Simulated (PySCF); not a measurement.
# Highest orbital energy against ionisation energy along the third row

Calculated with PySCF 2.14, no spin-orbit coupling. Each cell gives −ε(HOMO) / ΔSCF in eV; NIST values include spin-orbit coupling, (s) semi-empirical, (t) theoretical.

```json
{"species": "Mg+ (aug-cc-pVDZ, non-relativistic)", "UHF": "14.722 / 14.713", "LDA": "12.009 / 15.275", "PBE": "11.943 / 15.274", "PBE0": "12.731 / 15.187", "r2SCAN": "12.069 / 14.984", "NIST (lowest levels)": "15.035"}
{"species": "Al+ (aug-cc-pV(D+d)Z, non-relativistic)", "UHF": "17.755 / 17.547", "LDA": "14.924 / 18.921", "PBE": "14.825 / 18.801", "PBE0": "15.765 / 18.695", "r2SCAN": "14.954 / 18.410", "NIST (lowest levels)": "18.829"}
{"species": "Si+ (aug-cc-pV(D+d)Z, non-relativistic)", "UHF": "16.180 / 15.826", "LDA": "12.082 / 16.369", "PBE": "12.205 / 16.425", "PBE0": "13.337 / 16.441", "r2SCAN": "12.564 / 16.517", "NIST (lowest levels)": "16.346"}
{"species": "P+ (aug-cc-pV(D+d)Z, non-relativistic)", "UHF": "19.718 / 19.169", "LDA": "14.932 / 19.832", "PBE": "14.996 / 19.800", "PBE0": "16.337 / 19.830", "r2SCAN": "15.429 / 19.947", "NIST (lowest levels)": "19.769 (s)"}
{"species": "S+ (aug-cc-pV(D+d)Z, non-relativistic)", "UHF": "23.459 / 22.722", "LDA": "17.917 / 23.416", "PBE": "17.936 / 23.326", "PBE0": "19.500 / 23.386", "r2SCAN": "18.489 / 23.526", "NIST (lowest levels)": "23.338"}
{"species": "Cl+ (aug-cc-pV(D+d)Z, non-relativistic)", "UHF": "23.533 / 22.535", "LDA": "18.297 / 23.949", "PBE": "18.308 / 23.814", "PBE0": "19.881 / 23.802", "r2SCAN": "18.659 / 23.756", "NIST (lowest levels)": "23.814"}
{"species": "Ar+ (aug-cc-pV(D+d)Z, non-relativistic)", "UHF": "27.591 / 26.397", "LDA": "21.582 / 27.845", "PBE": "21.532 / 27.621", "PBE0": "23.322 / 27.631", "r2SCAN": "21.985 / 27.700", "NIST (lowest levels)": "27.630"}
```

Question: How far is −ε(HOMO) from ΔSCF on average for each method, and why?

Answer: UHF 0.58 eV; LDA -4.84 eV; PBE -4.76 eV; PBE0 -3.44 eV; r2SCAN -4.38 eV. Hartree-Fock orbital energies lack relaxation and so exceed the ΔSCF value; semilocal functionals have convex E(N) from self-interaction, so their HOMO lies far too high; exact exchange moves hybrids part of the way back.
